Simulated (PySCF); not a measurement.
Sn(H)3(PH2) (H₅PSn), SMILES [PH2][SnH3].

Geometry: PBE-D3(BJ)/def2-TZVP. The def2 effective core potentials stand for the cores of Sn; spin–orbit coupling is left out.

Method: PBE-D3(BJ)/def2-TZVP run with PySCF 2.14.0.

Frequencies are harmonic and unscaled.

```tsv
mode	ν (cm⁻¹)	IR (km/mol)	moving atoms (share of kinetic energy)
1	106	1.4	H 98 %
2	302	6.3	P 74 %, Sn 21 %
3	359	23.4	H 97 %
4	372	18.4	H 97 %
5	633	78.6	H 92 %
6	656	184.9	H 98 %
7	670	22.3	H 97 %
8	697	43.5	H 99 %
9	703	23.6	H 99 %
10	1059	9.5	H 97 %
11	1854	112.7	H 100 %
12	1870	146.6	H 99 %
13	1876	155.2	H 99 %
14	2316	26.6	H 97 %
15	2328	34.9	H 97 %
```
